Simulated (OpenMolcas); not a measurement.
**Ar III: effect of the basis set**

- Program: OpenMolcas 26.06
- Method: RASSCF
- Active space: 4 electrons in 9 orbitals (RAS2 3p; RAS3 3d 4s, at most 1 electron)
- State averaging: 2S+1 = 3 even, 3 roots; 2S+1 = 1 even, 6 roots; 2S+1 = 5 odd, 6 roots; 2S+1 = 3 odd, 54 roots; 2S+1 = 1 odd, 48 roots
- Spin-orbit coupling: state interaction with AMFI integrals over the reference wave functions, term energies averaged over their components

A. ANO-RCC-VQZP [6s5p3d2f1g], DKH2, point nucleus; cost of the order of 50 core-seconds
B. ANO-R3 [6s5p4d2f1g], X2C, finite nucleus; cost roughly 50 core-seconds
C. ANO-RCC [8s7p5d4f2g], DKH2, point nucleus; cost about 60 core-seconds

Energies in cm⁻¹ above 3s² 3p⁴ ³P₂, the measured ground level; measured values from Saloman, J. Phys. Chem. Ref. Data 39, 033101 (2010).

```tsv
Level	A	B	C	Measured
3s² 3p⁴ ³P₂	0.0	0.0	0.0	0.0
3s² 3p⁴ ³P₁	1039	1041	1038	1112
3s² 3p⁴ ³P₀	1492	1495	1492	1570
3s² 3p⁴ ¹D₂	16986	16989	16987	14010
3s² 3p⁴ ¹S₀	41522	41534	41525	33266
3s² 3p³ 3d ⁵D°₀	141482	139354	138725	
3s² 3p³ 3d ⁵D°₁	141486	139361	138730	144885
3s² 3p³ 3d ⁵D°₂	141494	139375	138740	144891
3s² 3p³ 3d ⁵D°₃	141504	139394	138754	144898
3s² 3p³ 3d ⁵D°₄	141517	139419	138771	144911
3s² 3p³ 3d ³D°₃(1)	158670	156595	156052	
3s² 3p³ 3d ³D°₂(1)	158689	156618	156069	
3s² 3p³ 3d ³D°₁(1)	158778	156712	156154	
3s² 3p³ 3d ³F°₂(1)	165089	162438	162719	162757
3s² 3p³ 3d ³F°₃(1)	165380	162745	163008	163076
3s² 3p³ 3d ³F°₄(1)	165744	163129	163374	163477
3s² 3p³ 3d ¹S°₀	169013	165846	168373	
3s² 3p³ 3d ³G°₃	174764	173104	171965	172100
3s² 3p³ 3d ³G°₄	174790	173141	171995	172137
3s² 3p³ 3d ³G°₅	174830	173194	172039	172191
3s² 3p³ 4s ⁵S°₂	176334	170769	168076	174378
3s² 3p³ 3d ¹G°₄	180959	179383	178985	175666
3s² 3p³ 3d ¹D°₂(1)	186230	183990	184866	
3s² 3p³ 3d ¹P°₁(1)	187690	187045	184950
```

Deviations, from unrounded energies. A percentage is the sum of absolute deviations over the sum of measured energies, with the sign that they share, or ± where signs differ.

```csv
Against measurement,Levels,A,B,C
mean absolute deviation (cm-1),16,2900,2800,2900
fine structure of the ground term (%),2,-5.6,-5.5,-5.7
other terms of the ground configuration (%),2,+23.8,+23.8,+23.8
other configurations (%),12,±1.8,±1.7,±1.8
```

A, B, C lie about equally close to measurement. The largest miss of B in the table is 3s² 3p⁴ ¹S₀, by +8300 cm-1. The ranking rests on the paired levels alone, and a cruder setting can come out closer through cancelling errors.

Among A to C the level of the table that moves most is 3s² 3p³ 4s ⁵S°₂, by 8300 cm-1 (lowest in C, highest in A).

ANO sets are built for valence states and can reach diffuse excited orbitals poorly, and with the s shell closed the s pⁿ⁺¹ terms that mix with these levels are absent. With the s shell closed, the reference lacks s² → p² mixing. Measured partners are found by configuration, term and J. A level has none where our copy of the source lacks it or the pairing is in doubt (some pairs that miss far off the trend of their configuration count as doubtful), and it then counts in no deviation. Levels of configurations outside the active space are missing. Levels that lie high or do not pair safely by name in every column are left out.

A number in round brackets counts repeated terms of one configuration in the order of the reference energies. ° marks odd parity.
